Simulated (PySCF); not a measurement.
Trend along group 13: MBr anions

MP2 with triple-zeta basis sets in PySCF, for the lowest determinant that a PBE0 search found; no spin–orbit coupling. De refers to high-spin ground-configuration atoms (the charge goes to the atom of lower measured ionisation energy or higher electron affinity, which is not always the lowest computed limit).

```tsv
M	basis	reference, frozen orbitals	charged atom	state (unpaired electrons)	Re (Å)	ωe (cm⁻¹)	De (eV)
B	def2-TZVPPD	UHF, 10	Br−	doublet (π ↑)	2.092	408	1.23
Ga	def2-TZVPPD	UHF, 18	Br−	doublet (π ↑)	2.569	176	1.19
In	def2-TZVPPD	UHF, 13	Br−	doublet (π ↑)	2.754	147	1.18
```

Q: The row for M = Al is missing. Estimate Re, ωe and De as the mean of the rows for B and Ga, and compare with the calculation.

A: The means are 2.330 Å, 292 cm⁻¹ and 1.21 eV. UHF-MP2 in def2-TZVPPD gives AlBr⁻ as a doublet (π ↑) with Re = 2.505 Å, ωe = 251 cm⁻¹, De = 1.38 eV, so the estimate is off by -17.5 pm, +16 % and -0.17 eV.

Correlated steps freeze the inner cores (10 to 18 orbitals); shallow outer-core shells are correlated. These are scalar-relativistic numbers at best; spin–orbit coupling would shift them, the dissociation energy most. For an ion De counts to the pair picked by the measured ionisation energies or electron affinities, which need not be the lowest pair at this level. States were picked by a PBE0 search and need not be the measured ground states.
